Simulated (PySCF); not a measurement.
**Electric field gradients and quadrupole coupling constants**

Compound: C3H7Cl3O2Si.
Z-matrix (Å and degrees, GFN2-xTB geometry), rows numbered from 1:
```
C 
O   1  1.4061
Si  2  1.6079  1  133.04
O   3  1.5992  2  108.36  1  -174.44
C   4  1.4035  3  130.05  2   -59.33
C   3  1.9379  2  110.76  1   -64.22
Cl  6  1.7792  3  108.71  2    66.53
Cl  6  1.7694  3  112.33  2  -174.29
Cl  6  1.7701  3  111.26  2   -52.33
H   1  1.0897  2  111.05  3    43.72
H   1  1.0899  2  107.43  3   163.62
H   1  1.0909  2  109.93  3   -77.12
H   3  1.4584  2  113.73  1    55.41
H   5  1.0898  4  110.81  3    46.04
H   5  1.0894  4  107.64  3   166.10
H   5  1.0913  4  109.91  3   -74.72
```

Field gradients from the PBE0/pcSseg-1 density (PySCF, non-relativistic), principal values in atomic units, ordered |Vxx| ≤ |Vyy| ≤ |Vzz|:

| atom | Vxx | Vyy | Vzz |
| --- | --- | --- | --- |
| O2 | -0.5813 | -1.1344 | 1.7157 |
| O4 | -0.5656 | -1.1660 | 1.7316 |
| Cl7 | -1.9740 | -2.0820 | 4.0560 |
| Cl8 | -2.0656 | -2.1658 | 4.2314 |
| Cl9 | -2.1033 | -2.1491 | 4.2524 |

Question: Find the asymmetry η = (Vxx − Vyy)/Vzz and the couplings χ = eQV/h (234.96 MHz × Q in barn × V in au), with Q(17O) = −0.0256 b, Q(35Cl) = −0.0817 b.

Answer: 
```csv
atom,environment,nucleus,η,χzz (MHz),χxx (MHz),χyy (MHz)
O2,silyl ether oxygen,17O,0.32,-10.32,3.50,6.82
O4,silyl ether oxygen,17O,0.35,-10.42,3.40,7.01
Cl7,chlorine of a CCl3 group,35Cl,0.03,-77.86,37.89,39.97
Cl8,chlorine of a CCl3 group,35Cl,0.02,-81.23,39.65,41.58
Cl9,chlorine of a CCl3 group,35Cl,0.01,-81.63,40.38,41.26
```

The gradient is axial or nearly so (η below 0.05) at Cl7, Cl8 and Cl9. 

Question: What is Vzz at O4 in SI units (1 au = 9.71736 × 10²¹ V/m²)?

Answer: 1.7316 au = 16.826 × 10²¹ V/m².

Were the hydrogens deuterons (Q(2H) = 0.00286 b), χzz would run from 108 kHz (H13) to 203 kHz (H15 and H11).

The structure is a single GFN2-xTB conformer in the gas phase; no vibrational or solvent corrections. GFN2-xTB bond lengths can be off by several hundredths of an ångström, more for odd bonds, and the gradients follow them. The basis is small and wasn't made for field gradients, so the couplings can be 20 % off.

These values come from a run that also computed NMR shieldings. Time: 85 s wall. Hardware: x86-64 server, one thread, no GPU, shared host.
